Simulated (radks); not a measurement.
Values are calculated unless marked as measured or tabulated.
Mean orbital radii <r> (bohr) of the tantalum ion Ta2+, [Xe] 4f14 5d3, at several levels of relativity; Dirac values are averaged over j with weights 2j + 1. Spin-unpolarised spherical Kohn-Sham, LDA (Slater exchange, Perdew-Wang correlation), point nucleus unless stated (finite: rms radius 5.3507 fm), a radial shooting solver on a logarithmic mesh with Libxc functionals. A level marked "c x" has the speed of light scaled by that factor and shares open shells by 2j + 1; other Dirac levels either fill j = l - 1/2 first or share by 2j + 1.

shell  non-rel.  scalar-rel.  Dirac, 2j+1 shares, finite nucleus  Dirac, c x 10  change of magnitude, last against first (%)
2s      0.08778      0.07899                             0.07840        0.08769                                        -0.10
2p      0.07425      0.07059                             0.07012        0.07421                                        -0.05
3s       0.2234       0.2050                              0.2045         0.2232                                        -0.08
3p       0.2133       0.2050                              0.2041         0.2132                                        -0.04
3d       0.1872       0.1857                              0.1857         0.1872                                        -0.01
4s       0.4993       0.4590                              0.4590         0.4989                                        -0.08
4p       0.5070       0.4880                              0.4868         0.5068                                        -0.04
4d       0.5257       0.5233                              0.5236         0.5256                                        0.00
5s        1.203        1.099                               1.101          1.202                                        -0.08
5p        1.338        1.291                               1.289          1.338                                        -0.04
4f       0.6176       0.6390                              0.6398         0.6178                                        +0.03
5d        1.942        1.984                               1.987          1.943                                        +0.02
